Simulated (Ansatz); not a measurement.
Mulliken charges of `CSB(F)Cl` from r2SCAN/def2-TZVPP in Ansatz (PBE0-D4/def2-TZVP geometry).

| atom | x (Å) | y (Å) | z (Å) | charge (e) |
| --- | --- | --- | --- | --- |
| C1 | 0.113 | 0.911 | 0.897 | -0.138 |
| S2 | -1.115 | 0.193 | -0.223 | -0.097 |
| B3 | -0.152 | -1.055 | -1.056 | 0.353 |
| F4 | 1.127 | -1.251 | -0.781 | -0.247 |
| Cl5 | -0.912 | -2.056 | -2.276 | -0.142 |
| H6 | -0.397 | 1.694 | 1.457 | 0.089 |
| H7 | 0.490 | 0.160 | 1.589 | 0.091 |
| H8 | 0.938 | 1.347 | 0.337 | 0.091 |

Question: By hand: the dipole of these point charges (1 e Å = 4.8032 D).

Answer: Σ q r = (-0.015, 0.372, 0.346) e Å, of length 0.508 e Å = 2.44 D.

Question: How does the dipole of the full density compare? (An estimate is asked.)

Answer: The calculation gave: (0.131, 0.296, 0.327) e Å, 2.21 D; the point charges give 1.10 times that, at 19° from its direction.

Point charges leave out the atoms' own dipoles, such as those of lone pairs, and Mulliken's split depends on the basis, so the two needn't agree.
